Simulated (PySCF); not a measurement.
C5H5N, SMILES C#CC(N)=C=C. Geometry optimised at B3LYP-D3(BJ)/def2-SVP. This is a generated structure with no PubChem entry under its InChIKey; it may be hypothetical. One conformer was computed; it need not be the lowest.

All values below come from B3LYP-D3(BJ)/def2-SVP (PySCF).

Harmonic wavenumbers (cm⁻¹): 131, 187, 230, 294, 311, 516, 591, 601, 621, 654, 700, 716, 765, 904, 1000, 1075, 1295, 1342, 1477, 1613, 2052, 2215, 3079, 3153, 3472, 3532, 3637. Rotational constants (GHz): 5.806, 2.658, 1.851; symmetry number 1.

Task: Work out the zero-point energy and the ideal-gas rigid-rotor harmonic-oscillator thermochemistry at 298.15 K and 1 atm.

Result: ZPE = ½ Σ hcν = ½ × 36163 cm⁻¹ = 216.30 kJ/mol. H − E(el) = 236.41 kJ/mol. Entropy in J/(mol K): translation 163.26, rotation 112.23, vibration 56.03, total 331.51. G − E(el) = 137.57 kJ/mol. Cp = 108.80 J/(mol K). Modes under 150 cm⁻¹ make the vibrational entropy uncertain.
